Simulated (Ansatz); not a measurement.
Ansatz (an electronic-structure program) input:
A basis named .json is the Basis Set Exchange file of that set.

Ansatz 0.2 input:
```yaml
crystal:
  periodic: [false, false, false]
  atoms:
    - {symbol: B, position_ang: [0.04399844, -0.14275734, 0.03148584]}
    - {symbol: Cl, position_ang: [0.30843593, 1.56635425, -0.31279510]}
    - {symbol: Cl, position_ang: [1.41046120, -1.20699701, 0.30909203]}
    - {symbol: O, position_ang: [-1.19241771, -0.67937469, 0.09195238]}
    - {symbol: C, position_ang: [-2.37763690, -0.04852216, -0.08809955]}
    - {symbol: H, position_ang: [-3.24637801, -0.67600521, 0.00643444]}
    - {symbol: H, position_ang: [-2.38970237, 1.00684932, -0.30793326]}
basis:
  gaussian:
    orbitals: aug-cc-pV_D+d_Z.json
magnetization: {spin_polarized: true, initial_magnetization: 1}
correlation: {method: ccsd_t, electrons: outside_noble_gas}
output: {forces: true}
```

**Question.** Predict the final energy.

**Answer.** -1058.45693 Eh (CCSD(T)/aug-cc-pV(D+d)Z). The basis has 151 functions.

It need not be the lowest isomer of its formula.
